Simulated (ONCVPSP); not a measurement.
Mn ONCV: all-electron and pseudo phase curves

```json
{
  "Element": "manganese (Mn)",
  "Generator": "ONCVPSP 4.0.1",
  "Type": "optimised norm-conserving Vanderbilt (ONCV)",
  "Functional": "PBEsol",
  "Relativity": "scalar-relativistic",
  "Frozen core": "[Ne]",
  "Valence charge": "15",
  "Reference configuration": "3s2 3p6 3d5 (charge +2)",
  "Partial waves": "3s: rc 0.80 bohr, ncon 4, nbas 9, qcut 6.7 1/bohr, 2 projectors, debl 1.3 Ha; 3p: rc 1.10 bohr, ncon 4, nbas 9, qcut 10.3 1/bohr, 1 projector; 3d: rc 1.85 bohr, ncon 5, nbas 9, qcut 6.8 1/bohr, 2 projectors, debl 2.9 Ha",
  "Local potential": "polynomial inside 0.55 bohr (lpopt 1, dvloc0 0 Ha)",
  "Core correction": "Teter function, fcfact 5.25, rcfact 1.3"
}
```

In the s channel the program set the typed energies aside and used -3.801, 0.250 Ha.

The phase is arctan(r·R′/R) of the radial function R(r), unwrapped; energies in Ha, scanned from -5 to 5 Ha. A pole is an energy at which the radial function vanishes at the test radius. The pseudo phase is shifted by a multiple of π to meet the all-electron one at the reference energy, and phase errors are pseudo minus all-electron; the curves can meet again beyond the range given. Levels narrower than the energy grid can be missing from the lists of poles.

**Question.** For each channel, where are the poles, and over which energies does the pseudopotential scatter like the atom?

**Answer.**

```
channel  radius (bohr)  reference energy (Ha)  poles, all-electron  poles, pseudo  unbroken range about the reference energy with phases within 0.05 rad  phase error 1 Ha above the reference energy (rad)
      s           0.81                  -3.80                 none           none                                                        the whole range                                             -0.000
      p           1.12                  -2.66                -0.31          -0.36                                                              below 2.7                                             -0.001
      d           1.88                  -0.89          -0.60, 4.00    -0.60, 3.73                                                              below 4.1                                             -0.010
```

Phases in the s channel:

```csv
E (Ha),all-electron,pseudo
-4.96,-0.690,-0.691
-4.48,-0.816,-0.816
-4.00,-0.922,-0.922
-3.52,-1.010,-1.010
-3.04,-1.084,-1.084
-2.56,-1.147,-1.147
-2.08,-1.200,-1.200
-1.60,-1.246,-1.246
-1.12,-1.285,-1.285
-0.64,-1.320,-1.320
-0.16,-1.351,-1.351
0.32,-1.378,-1.378
0.80,-1.402,-1.402
1.28,-1.425,-1.425
1.76,-1.445,-1.445
2.24,-1.463,-1.464
2.72,-1.481,-1.481
3.20,-1.497,-1.497
3.68,-1.512,-1.512
4.16,-1.526,-1.526
4.64,-1.539,-1.540
```
